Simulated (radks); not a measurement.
Values are calculated unless marked as measured or tabulated.
Ionisation of the ruthenium ion Ru+, [Kr] 4d7, to Ru2+, [Kr] 4d6, under several functionals. Scalar-relativistic Kohn-Sham, spin-polarised, spherical densities, finite nucleus; open shells are filled with parallel spins first (spin-orbit coupling, left out, can overturn this in heavy ions); a radial shooting solver on a logarithmic mesh with Libxc functionals.

functional                                      E(Ru+) (hartree)  Exc (hartree)  IE (eV)  -e(HOMO) (eV)  <r> HOMO (bohr)  IE error (eV)
SOGGA                                                -4527.82190     -130.61729   16.597         11.269            1.663         -0.163
LDA (Slater exchange, Perdew-Wang correlation)       -4525.97241     -128.73826   17.134         11.773            1.670         +0.374
XLYP                                                 -4531.47419     -134.29041   16.802         11.451            1.686         +0.042
revPBE                                               -4530.67873     -133.51093   16.608         11.274            1.666         -0.152
exchange-only r2SCAN                                 -4528.87446     -131.50963   14.804          9.683            1.694         -1.956
B86b exchange with PBE correlation                   -4531.06060     -133.89111   16.739         11.406            1.668         -0.021

NIST Atomic Spectra Database: 16.8 eV (semi-empirical). Closest: B86b exchange with PBE correlation. The Delta-SCF values span 2.33 eV, the total energies 5.50 hartree. The highest occupied level is 4d. Open shells are spherical and high-spin; term and fine-structure splittings are not resolved.
